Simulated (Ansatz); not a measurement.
Molecule: sum formula SnOCl2, charge -1, multiplicity 2. 
Structure (B3LYP-D3(BJ)/def2-TZVP (Ansatz, a program for electronic structure) minimum search):
```xyz
4

Sn    -0.4195    -0.1220     0.3206
O     -1.3841    -1.5052    -0.6011
Cl    -0.1003     1.8390    -1.1976
Cl     1.9853    -0.7718     0.5377
```
Charge -1, spin multiplicity 2.

Total electronic energies in hartree. Correlated levels leave the core frozen unless marked. UHF or UKS for open shells. No spin-orbit coupling. Frozen are the shells of the preceding noble gas and the d and f shells that filled before the atom's block. Past Kr the def2 sets carry scalar-relativistic core potentials. STO-3G rows are all-electron and non-relativistic. CBS marks a two-point X^-3 extrapolation of the correlation energy; Hartree-Fock from the larger set. The bracket is a focal-point correction in the basis named.

The T1 diagnostic of CCSD in the largest basis is 0.072, which is high, so the coupled-cluster rows are less sure than usual.

```tsv
level	program	energy (Eh)
PBE0-D4/def2-TZVPD	Ansatz + dftd4	-1209.76800
BHLYP-D4/def2-TZVPD	Ansatz + dftd4	-1210.03831
LC-wPBE-D3(BJ)/def2-TZVPD	Ansatz + dftd3	[?]
B2GP-PLYP/def2-TZVPD	Ansatz	-1209.37047
RPA@PBE/def2-TZVPP	Ansatz	-1208.47381
RI-MP2/def2-TZVPP	Ansatz	-1208.07959
RI-MP2/def2-QZVPP	Ansatz	-1208.18159
CCSD/STO-3G	Ansatz	-6946.41239
RI-MP2/CBS(def2-TZVPPD,def2-QZVPPD)+[CCSD(T)-MP2]/def2-TZVPPD	Ansatz	-1208.3193
```

Q: Complete the blanks.

A: 
- LC-wPBE-D3(BJ)/def2-TZVPD, energy (Eh): -1209.86795
